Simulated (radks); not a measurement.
Results of a calculation; reference values are marked as such.
Problem. The mean radii <r> (bohr) of the occupied orbitals of an atom or ion are listed with their occupations. Level of theory: Dirac Kohn-Sham, PBEsol, spin-unpolarised, spherical densities, point nucleus (a radial shooting solver on a logarithmic mesh with Libxc functionals).

| orbital | occ. | <r> |
|---|---|---|
| 1s1/2 | 2 | 0.01605 |
| 2s1/2 | 2 | 0.06690 |
| 2p1/2 | 2 | 0.05488 |
| 2p3/2 | 4 | 0.06380 |
| 3s1/2 | 2 | 0.1740 |
| 3p1/2 | 2 | 0.1645 |
| 3p3/2 | 4 | 0.1807 |
| 3d3/2 | 4 | 0.1570 |
| 3d5/2 | 6 | 0.1619 |
| 4s1/2 | 2 | 0.3841 |
| 4p1/2 | 2 | 0.3853 |
| 4p3/2 | 4 | 0.4199 |
| 4d3/2 | 4 | 0.4246 |
| 4d5/2 | 6 | 0.4357 |
| 5s1/2 | 2 | 0.8497 |
| 4f5/2 | 6 | 0.4503 |
| 4f7/2 | 8 | 0.4565 |
| 5p1/2 | 2 | 0.9049 |
| 5p3/2 | 4 | 0.9918 |
| 5d3/2 | 4 | 1.207 |
| 5d5/2 | 4 | 1.243 |
| 6s1/2 | 2 | 1.988 |
| 7s1/2 | 2 | 4.318 |

Name the element and its charge. Open shells, if any, fill j = l - 1/2 first.

Solution. Z = 82, lead, charge +2: Pb2+ in [Xe] 4f14 5d8 6s2 7s2. The 1s radius gives Z: for a bare nucleus <r> = (2 gamma + 1)/(2Z) with gamma = sqrt(1 - (Z/c)^2), 0.01587 bohr for Z = 82, and screening makes it slightly larger (0.01605 here). The occupations add up to 80, and the charge is Z minus that.
